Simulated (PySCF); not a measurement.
Mn²⁺ (manganese, charge +2): r2SCAN calculation

Configuration: [Ar] 3d5, high-spin 6S determinant. Calculation: PySCF 2.14, in cc-pVDZ-DK (6s5p3d1f, 43 functions); the spin-free X2C one-electron Hamiltonian (Gaussian nucleus).

```
Total energy                        : -1157.665 hartree
One-electron energy                 : -1578.697 hartree
Hartree (Coulomb) energy            : 473.257 hartree
Exchange-correlation energy         : -52.225 hartree
⟨S²⟩                                : 8.7503
⟨L²⟩                                : 0.000
Sum of ⟨r⟩                          : 14.91 bohr
Sum of ⟨r²⟩                         : 16.16 bohr²
Langevin diamagnetic susceptibility : -12.8 ×10⁻⁶ cm³/mol
Time after the integrals            : 0.78 s of wall time on 1 thread of Intel(R) Xeon(R) 6975P-C (shared host)
```

```csv
shell,electrons,mean orbital energy (eV),"rms radius, mean of both spins (bohr)"
1s α,1,-6464.6,0.0703
1s β,1,-6464.6,0.0703
2s α,1,-769.90,0.303
2s β,1,-767.14,0.303
2p α,3,-653.22,0.274
2p β,3,-651.09,0.274
3s α,1,-108.80,0.917
3s β,1,-101.92,0.917
3p α,3,-76.256,0.985
3p β,3,-69.401,0.985
3d α,5,-26.230,1.27
```

Densities and radii are taken from the X2C orbitals without a picture-change correction, which distorts them close to the nucleus.
